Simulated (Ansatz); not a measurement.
Basis-set extrapolation for C₂H₅AlF, SMILES `[CH2][Al]([CH3])[F]` radical (PBE0-D4/def2-TZVP geometry, frozen core, the Gaussian-basis code of Ansatz). Multiplicity 2, UHF reference.

|  | def2-TZVPP | def2-QZVPP |
| --- | --- | --- |
| HF | -420.142897 | -420.158883 |
| MP2 correlation | -0.647587 | -0.699242 |
| CCSD(T) correlation | -0.705199 | not run |

Energies in hartree. Use E(X) = E(∞) + A·exp(−7.88·√X) for Hartree–Fock and E(X) = E(∞) + B·X^(−2.97) for correlation, with X = 3 and 4, and add CCSD(T) minus MP2 of the smaller set to the MP2 limit.

Question: What is the CCSD(T) energy at the basis-set limit?

Answer: HF limit: -420.158883 + (-0.015986) × 0.13774 = -420.16108. MP2 limit: -0.699242 + (-0.051655) × 0.74074 = -0.73750. Higher-order term: -0.705199 − (-0.647587) = -0.05761. Total: -420.95619 hartree, 2.94 eV below CCSD(T)/def2-TZVPP.
